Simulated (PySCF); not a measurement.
C4H9ClO2S.
Atom-mapped SMILES: `[CH3:1][C:2]([CH3:3])([CH3:4])[S:5](=[O:6])(=[O:7])[Cl:8]` (hydrogens: H9, H10, H11 on C1; H12, H13, H14 on C3; H15, H16, H17 on C4)

The same species was optimised twice, with GFN2-xTB and with PBE0-D3(BJ)/def2-SVP (PySCF), and the same property calculations (PySCF, gas phase) were run on both structures.

| coordinate | GFN2-xTB | PBE0-D3(BJ)/def2-SVP | change |
| --- | --- | --- | --- |
| S5–Cl8 (Å) | 2.043 | 2.116 | +0.073 |
| S5=O6 (Å) | 1.428 | 1.449 | +0.021 |
| S5=O7 (Å) | 1.429 | 1.449 | +0.020 |
| C2–C3 (Å) | 1.515 | 1.530 | +0.015 |
| C2–C4 (Å) | 1.510 | 1.519 | +0.009 |
| C1–C2 (Å) | 1.510 | 1.519 | +0.009 |
| C2–S5 (Å) | 1.841 | 1.842 | +0.001 |
| O6–S5–O7 (°) | 118.2 | 121.2 | +3.0 |
| C4–C2–S5 (°) | 105.9 | 108.2 | +2.3 |
| C1–C2–S5 (°) | 105.8 | 108.0 | +2.2 |
| C2–S5–O6 (°) | 111.1 | 109.5 | -1.6 |
| C3–C2–C4 (°) | 113.4 | 111.8 | -1.6 |
| C1–C2–C3 (°) | 113.4 | 111.9 | -1.5 |
| C2–S5–O7 (°) | 111.1 | 109.6 | -1.5 |
| C1–C2–C4 (°) | 114.7 | 113.4 | -1.3 |
| C1–C2–S5–O6 (°) | 174 | 175 | +1 |

Rotational constants: A = 1977, B = 1350, C = 1201 MHz (GFN2-xTB) against A = 1917, B = 1309, C = 1162 MHz (PBE0-D3(BJ)/def2-SVP).

On the GFN2-xTB structure: HOMO (eV) -8.89 [PBE0/pcSseg-1]; LUMO (eV) -1.27 [PBE0/pcSseg-1]; dipole (D) 4.68 [PBE0/pcSseg-1]; GIAO shielding of C1/C3/C4 (mean) (ppm) 163.3 [PBE0/pcSseg-1]; GIAO shielding of C2 (ppm) 107.9 [PBE0/pcSseg-1]; GIAO shielding of S5 (ppm) 113.4 [PBE0/pcSseg-1]; GIAO shielding of O6/O7 (mean) (ppm) 57.9 [PBE0/pcSseg-1]; GIAO shielding of Cl8 (ppm) 457.8 [PBE0/pcSseg-1].

Q: What do these properties become on the PBE0-D3(BJ)/def2-SVP structure?

A: 
```tsv
property	level	on GFN2-xTB	on PBE0-D3(BJ)/def2-SVP	change
HOMO (eV)	PBE0/pcSseg-1	-8.89	-8.97	-0.08
LUMO (eV)	PBE0/pcSseg-1	-1.27	-1.85	-0.58
dipole (D)	PBE0/pcSseg-1	4.68	4.68	0.00
energy, GFN2-xTB geometry as zero (kcal/mol)	PBE0/pcSseg-1	0.0	-3.8	-3.8
GIAO shielding of C1/C3/C4 (mean) (ppm)	PBE0/pcSseg-1	163.3	159.2	-4.1
GIAO shielding of C2 (ppm)	PBE0/pcSseg-1	107.9	103.4	-4.5
GIAO shielding of S5 (ppm)	PBE0/pcSseg-1	113.4	82.8	-30.6
GIAO shielding of O6/O7 (mean) (ppm)	PBE0/pcSseg-1	57.9	18.3	-39.6
GIAO shielding of Cl8 (ppm)	PBE0/pcSseg-1	457.8	376.6	-81.2
```

The heavy atoms differ by 0.039 Å rms after alignment. Among bonds between heavy atoms S5–Cl8 changes most (+0.073 Å). Changes are differences of the printed values. Neither structure is proved a minimum here.

Shape of the structure used: `[CH3:1][C:2]([CH3:3])([CH3:4])[S:5](=[O:6])(=[O:7])[Cl:8]`: C1–C2–S5–O6 175°.
